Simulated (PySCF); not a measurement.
**Polarisability and C₆ of Ca (calcium, neutral)**

[Ar] 4s2, closed-shell 1S. Calculation: PySCF 2.14, in aug-cc-pwCVTZ-X2C; the spin-free X2C one-electron Hamiltonian (Gaussian nucleus). Coupled (time-dependent) response in atomic units; α is the mean over directions.

```tsv
method	mean α (bohr³)	C₆ (like pair)	S(−4)
BLYP	149.0	1995	11210
```

S(−4) is the Cauchy moment in α(ω) = α(0) + S(−4) ω² + …

Reference α: 160.8 ± 4 bohr³ (recommended; Schwerdtfeger and Nagle, table of static dipole polarizabilities (2023 update)). Published C₆: 2163 (Chu and Dalgarno (2004); Tang, Norbeck and Certain (1976)).

α(iu) at BLYP:

```tsv
u (hartree)	α(iu) (bohr³)
0	149.0
0.0500	125.5
0.100	86.03
0.200	39.71
0.300	22.15
0.500	10.44
0.750	5.966
1.00	4.070
1.50	2.334
2.00	1.525
3.00	0.7985
5.00	0.3372
```
